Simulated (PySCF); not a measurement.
**Polarisability and C₆ of Hf²⁺ (hafnium, charge +2)**

[Xe] 4f14 5d1 6s1, high-spin 3D determinant (an excited configuration). Calculation: PySCF 2.14, in aug-cc-pwCVTZ-PP with ECP60MDF; scalar relativity through the core potential. Coupled (time-dependent) response in atomic units; α is the mean over directions.

| method | mean α (bohr³) | α xx, yy, zz | C₆ (like pair) | S(−4) |
| --- | --- | --- | --- | --- |
| UHF | 36.12 | 35.06, 35.06, 38.23 | 240.5 | 816.3 |
| PBE | 29.30 | 30.21, 30.21, 27.49 | 186.9 | 495.8 |

S(−4) is the Cauchy moment in α(ω) = α(0) + S(−4) ω² + …

Spin-orbit coupling is absent.

α(iu) at PBE:

| u (hartree) | α(iu) (bohr³) |
| --- | --- |
| 0 | 29.30 |
| 0.0500 | 28.12 |
| 0.100 | 25.17 |
| 0.200 | 18.26 |
| 0.300 | 13.21 |
| 0.500 | 8.015 |
| 0.750 | 5.272 |
| 1.00 | 3.885 |
| 1.50 | 2.438 |
| 2.00 | 1.675 |
| 3.00 | 0.9147 |
| 5.00 | 0.3821 |

A single London oscillator, α(iu) = α/(1 + u²/ω²), gives C₆ = (3/4) ω α². Matching the computed C₆ needs ω = 4 × 186.9 / (3 × 29.30²) = 0.290 hartree.

For an ion, C₆ is the dispersion term alone; charge-induced terms of lower order in 1/R come first.

The components differ because the open shell of this determinant is not spherical; for a pure term their mean is the scalar polarisability.

Energies and moments cover only the electrons outside the core potential. Spin-orbit coupling, absent here, splits the open shell strongly.
